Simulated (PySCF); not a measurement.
## How methods differ on the interval between two levels of Se

Se [Ar] 3d10 4s2 4p4 [3P2, M_J = 2] → Se [Ar] 3d10 4s1 4p5 [3P2, M_J = 2], as a difference of total energies. Calculation: PySCF 2.14, in x2c-TZVPall-2c with one added diffuse shell each of s, p, d type (7s8p5d1f, 63 functions); the two-component X2C-1e Hamiltonian. Correlated levels: [Ne] frozen. "Screened" scales the spin-orbit matrix elements by Boettger's factors to mimic the two-electron term; Breit and QED terms are absent.

```tsv
method	interval between two levels (cm⁻¹)
GHF (spin-free)	94118
GMP2 (spin-free)	88363
GHF (screened spin-orbit)	94339
GMP2 (screened spin-orbit)	88494
```

The labels give the starting determinants; with spin-orbit coupling the two ends relaxed to ⟨J²⟩ = 6.02, ⟨L²⟩ = 2.08, ⟨S²⟩ = 1.98 and ⟨J²⟩ = 6.05, ⟨L²⟩ = 2.01, ⟨S²⟩ = 2.05.
